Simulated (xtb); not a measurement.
CeF₄ (SMILES [F][Ce]([F])([F])[F]), singlet, at a GFN2-xTB geometry (such geometries of metal compounds can be far from the true shape); GFN2-xTB in xtb 6.7.1.

Here is a job for xtb.
```
$ xtb mol.xyz --gfn 2 --etemp 1000 --json

# file mol.xyz
5

Ce     0.00000000     0.00000000     0.00000000
F      1.33903802     0.94497572    -1.23105008
F      1.00395844    -1.27976711     1.24729701
F     -1.33914380    -1.06043899    -1.13298246
F     -1.00385266     1.39523038     1.11673553
```

Question: Write the output that xtb gives for this input, abridged.

Answer: 
```
   ID    Z sym.   atoms
    1   58 Ce     1
    2    9 F      2-5

           -------------------------------------------------
          |                Calculation Setup                |
           -------------------------------------------------

           -------------------------------------------------
          |                 G F N 2 - x T B                 |
           -------------------------------------------------

          ...................................................
          :                      SETUP                      :
          :.................................................:
          :  # basis functions                  26          :
          :  # atomic orbitals                  25          :
          :  # shells                           11          :
          :  # electrons                        31          :
          :  max. iterations                   250          :
          :  Hamiltonian                  GFN2-xTB          :
          :  restarted?                      false          :
          :  GBSA solvation                  false          :
          :  PC potential                    false          :
          :  electronic temp.         1000.0000000     K    :
          :  accuracy                    1.0000000          :
          :  -> integral cutoff          0.2500000E+02      :
          :  -> integral neglect         0.1000000E-07      :
          :  -> SCF convergence          0.1000000E-05 Eh   :
          :  -> wf. convergence          0.1000000E-03 e    :
          :  Broyden damping             0.4000000          :
          :  net charge                          0          :
          :  unpaired electrons                  0          :
          ...................................................

 iter      E             dE          RMSdq      gap      omega  full diag
   1    -18.3932684 -0.183933E+02  0.143E+01    0.63       0.0  T
   2    -19.9194905 -0.152622E+01  0.906E+00    8.30       1.0  T
   3    -20.1601841 -0.240694E+00  0.618E+00    5.74       1.0  T
   4    -20.1733602 -0.131761E-01  0.584E+00    5.59       1.0  T
   5    -20.2311650 -0.578047E-01  0.102E+00    5.33       1.0  T
   6    -20.2340606 -0.289564E-02  0.698E-01    4.65       1.0  T
   7    -20.2362343 -0.217365E-02  0.486E-01    4.67       1.0  T
   8    -20.2320379  0.419642E-02  0.824E-01    5.49       1.0  T
   9    -20.2354631 -0.342522E-02  0.558E-01    5.30       1.0  T
  10    -20.2383787 -0.291559E-02  0.648E-02    5.03       1.0  T
  11    -20.2383990 -0.203480E-04  0.473E-02    5.03       1.0  T
  12    -20.2384035 -0.452445E-05  0.423E-02    5.02       1.1  T
  13    -20.2384210 -0.174445E-04  0.398E-03    5.00      11.2  T
  14    -20.2384211 -0.145446E-06  0.864E-05    5.00     517.7  T
  15    -20.2384211  0.274440E-09  0.176E-04    5.00     253.5  T

   *** convergence criteria satisfied after 15 iterations ***

         :::::::::::::::::::::::::::::::::::::::::::::::::::::
         ::                     SUMMARY                     ::
         :::::::::::::::::::::::::::::::::::::::::::::::::::::
         :: total energy             -20.224421722099 Eh    ::
         :: gradient norm              0.000033449633 Eh/a0 ::
         :: HOMO-LUMO gap              4.995393392297 eV    ::
         ::.................................................::
         :: SCC energy               -20.238419984091 Eh    ::
         :: -> isotropic ES            0.093416444064 Eh    ::
         :: -> anisotropic ES          0.000262219974 Eh    ::
         :: -> anisotropic XC         -0.001660699911 Eh    ::
         :: -> dispersion             -0.002088901877 Eh    ::
         :: repulsion energy           0.013998261992 Eh    ::
         :: add. restraining           0.000000000000 Eh    ::
         :: total charge               0.000000000002 e     ::
         :::::::::::::::::::::::::::::::::::::::::::::::::::::

           -------------------------------------------------
[...]
      -------------------------------------------------------------
         1        2.0000           -0.8984210             -24.4473
       ...           ...                  ...                  ...
         4        2.0000           -0.8962048             -24.3870
         5        1.9999           -0.5706926             -15.5293
         6        1.9953           -0.5566132             -15.1462
         7        1.9953           -0.5566132             -15.1462
         8        1.9953           -0.5566132             -15.1462
         9        1.8930           -0.5464012             -14.8683
        10        1.8930           -0.5464011             -14.8683
        11        1.8930           -0.5464011             -14.8683
        12        1.8725           -0.5457749             -14.8513
        13        1.8725           -0.5457749             -14.8513
        14        1.8634           -0.5455228             -14.8444
        15        1.8634           -0.5455228             -14.8444
        16        1.8634           -0.5455228             -14.8444 (HOMO)
        17                         -0.3619455              -9.8490 (LUMO)
        18                         -0.3619455              -9.8490
        19                         -0.3515899              -9.5672
        20                         -0.3515899              -9.5672
        21                         -0.3515899              -9.5672
        22                         -0.2129927              -5.7958
        23                          0.1304077               3.5486
        24                          0.1304077               3.5486
        25                          0.1304077               3.5486
      -------------------------------------------------------------
                  HL-Gap            0.1835773 Eh            4.9954 eV
             Fermi-level           -0.4958457 Eh          -13.4926 eV

     #   Z          covCN         q      C6AA      α(0)
     1  58 Ce       2.469     1.059   494.639    48.243
     2   9 F        0.617    -0.265    11.963     4.080
     3   9 F        0.617    -0.265    11.963     4.080
     4   9 F        0.617    -0.265    11.963     4.080
     5   9 F        0.617    -0.265    11.963     4.080

 Mol. C6AA /au·bohr⁶  :       1226.195906
 Mol. C8AA /au·bohr⁸  :     160428.202324
 Mol. α(0) /au        :         64.564710

Wiberg/Mayer (AO) data.
largest (>0.10) Wiberg bond orders for each atom

 ---------------------------------------------------------------------------
     #   Z sym  total        # sym  WBO       # sym  WBO       # sym  WBO
 ---------------------------------------------------------------------------
     1  58 Ce   2.891 --     4 F    0.723     2 F    0.723     5 F    0.723
                             3 F    0.723
     2   9 F    0.823 --     1 Ce   0.723
     3   9 F    0.823 --     1 Ce   0.723
     4   9 F    0.823 --     1 Ce   0.723
     5   9 F    0.823 --     1 Ce   0.723
 ---------------------------------------------------------------------------

Topologies differ in total number of bonds
Writing topology from bond orders to xtbtopo.mol

molecular dipole:
                 x           y           z       tot (Debye)
 q only:       -0.000       0.000      -0.000
   full:        0.000      -0.000       0.000       0.000
molecular quadrupole (traceless):
                xx          xy          yy          xz          yz          zz
 q only:        0.000       0.000      -0.000      -0.000       0.000       0.000
  q+dip:       -0.000      -0.000      -0.000       0.000      -0.000       0.000
   full:       -0.000      -0.000       0.000       0.000      -0.000      -0.000

           -------------------------------------------------
          | TOTAL ENERGY              -20.224421722099 Eh   |
          | GRADIENT NORM               0.000033449633 Eh/α |
          | HOMO-LUMO GAP               4.995393392297 eV   |
           -------------------------------------------------

normal termination of xtb
```
